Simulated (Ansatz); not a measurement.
Q: Name a neutral molecule of B, C, Ge, N and H with size of the dipole moment (ωB97M-V/def2-TZVPP) between 1.35 and 1.65 D and HOMO–LUMO gap (ωB97M-V/def2-TZVPP) between 8.90 and 9.20 eV (Ansatz, PBE0-D4/def2-TZVP geometry).

A: `[BH2][GeH]([CH3])[NH2]` (1.37 D, 8.90 eV). Other molecules can fit too; these were computed, each in one conformer that needn't be the lowest.
